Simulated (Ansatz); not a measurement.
Calculated with Ansatz (gas phase, PBE0-D4/def2-TZVP geometries, no zero-point term in ΔE). CCSD(T)/CBS adds triple-zeta CCSD(T) − MP2 to the extrapolated MP2 energy (def2 sets, frozen cores). Functionals use def2-TZVPP. def2 core potentials past Kr. For I outer-core shells are correlated without core-valence functions, which leaves a few kJ/mol of doubt a bond. One conformer a species, not always the lowest.

Consider the isomerisation: `CC(O)(Cl)I` → `COC(Cl)I`.

`CC(O)(Cl)I`:

Cartesian coordinates in Å:
```
C -1.026 0.275 -0.157
C 0.391 -0.198 0.002
O 1.206 0.867 0.199
Cl 0.900 -1.136 -1.446
I 0.502 -1.576 1.728
H -1.324 0.821 0.738
H -1.071 0.943 -1.020
H -1.697 -0.566 -0.313
H 2.120 0.571 0.270
```

`COC(Cl)I`:

```xyz
9

C     0.564    0.824   -0.797
O    -0.604    0.479   -0.066
C    -0.465   -0.626    0.700
Cl   -0.409   -2.140   -0.268
I    -2.094   -0.681    2.089
H     0.790    0.061   -1.546
H     0.349    1.772   -1.285
H     1.420    0.943   -0.124
H     0.449   -0.632    1.297
```

Q: Is it downhill or uphill in electronic energy at CCSD(T)/CBS, and by how much? (Best estimate.)

A: Computed: Uphill: ΔE = +71.5 kJ/mol.

Q: What do these levels give: LDA (SPW92), r2SCAN-D4, r2SCANh-D4, BHLYP, CCSD/def2-TZVPP, MP2/CBS(def2)? (Best estimate.)

A: Computed: LDA (SPW92) 75.3, r2SCAN-D4 72.9, r2SCANh-D4 72.7, BHLYP 60.4, CCSD/def2-TZVPP 65.4, MP2/CBS(def2) 79.1 kJ/mol.

Largest T1 diagnostic among the species: 0.010.

In def2-TZVPP, CCSD(T) changes the Hartree–Fock value by +13.0 kJ/mol (the triples alone add +2.3 kJ/mol) and MP2 by +20.6 kJ/mol. Leaving LDA and LC-ωPBE aside and taking each functional with its dispersion term where it has one, the values, not all of them listed here, spread over 10.3 kJ/mol, from CAM-B3LYP-D4 to r2SCAN-D4. LDA lies +7.9 kJ/mol from PBE without D4.
